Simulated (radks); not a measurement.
Results of a calculation; reference values are marked as such.
Q: The mean radii <r> (bohr) of the occupied orbitals of an atom or ion are listed with their occupations. Code: a radial shooting solver on a logarithmic mesh with Libxc functionals. Model: Dirac Kohn-Sham, LB94 model potential, spin-unpolarised, spherical densities, finite nucleus; Fermi nuclear charge, rms radius of each element as measured or else 0.836 A^(1/3) + 0.57 fm.

orbital  occ.      <r>
1s1/2       2  0.01578
2s1/2       2  0.06554
2p1/2       2  0.05363
2p3/2       4  0.06263
3s1/2       2   0.1679
3p1/2       2   0.1582
3p3/2       4   0.1735
3d3/2       4   0.1499
3d5/2       6   0.1546
4s1/2       2   0.3308

Name the element and its charge. Open shells, if any, fill j = l - 1/2 first.

A: Z = 83, bismuth, charge +53: Bi53+ in [Ar] 3d10 4s2. The 1s radius gives Z: for a bare nucleus <r> = (2 gamma + 1)/(2Z) with gamma = sqrt(1 - (Z/c)^2), 0.01561 bohr for Z = 83, and screening makes it slightly larger (0.01578 here). The occupations add up to 30, and the charge is Z minus that.
